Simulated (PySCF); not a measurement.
Isomers of C4H3N. All species are isolated molecules in the gas phase. Strings in code marks are SMILES.

These are M06-2X/def2-TZVP // B3LYP-D3(BJ)/def2-TZVP (PySCF) values and carry that method's errors. All candidates: neutral, multiplicity 1. Delta-SCF ions had no search for a lower state. Excitations are Tamm–Dancoff values on a coarser integration grid. The basis has no diffuse functions, so Rydberg states are missing or too high.

The S1 excitation (TDA) is 4.90 eV and the HOMO is -9.59 eV. The vertical ionisation energy (Delta-SCF) comes out as 10.87 eV.

### Question
Say which member has these values.
A. `N=C=C1C=C1`
B. `C#CCC#N`
C. `C#CC#CN`
D. `CC#CC#N`

### Answer
D, `CC#CC#N`. The others give `C#CC#CN`: 4.00 eV, -7.41 eV, 8.60 eV; `C#CCC#N`: 6.26 eV, -9.83 eV, 11.15 eV; `N=C=C1C=C1`: 3.27 eV, -6.58 eV, 7.80 eV
